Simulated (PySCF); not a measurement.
## Ionisation energy of Mn by level of theory

Mn [Ar] 3d5 4s2 (6S) → Mn⁺ [Ar] 3d5 4s1 (7S), as a difference of total energies. Computed with PySCF 2.14 in cc-pVTZ-DK (7s6p4d2f1g, 68 functions), with the spin-free X2C one-electron Hamiltonian (Gaussian nucleus). Correlated levels: valence: [Ar] frozen. The calculations carry no spin-orbit coupling.

| method | ionisation energy (eV) |
| --- | --- |
| UHF | 6.022 |
| LDA | 7.577 |
| MN15 | 7.463 |
| MP2 (valence) | 6.963 |
| SCS-MP2 (valence) | 7.172 |

Errors of the correlated levels include the incompleteness of this basis and the frozen core.

MP2 underrates the near-degeneracy of ns² with np² in the lower species.

Task: Which method comes closest to the reference value, and which is furthest?

Result: The reference is 7.434 eV (measured; NIST Atomic Spectra Database, ionization energies). Closest: MN15 (error 0.029 eV); furthest: UHF (error -1.412 eV).
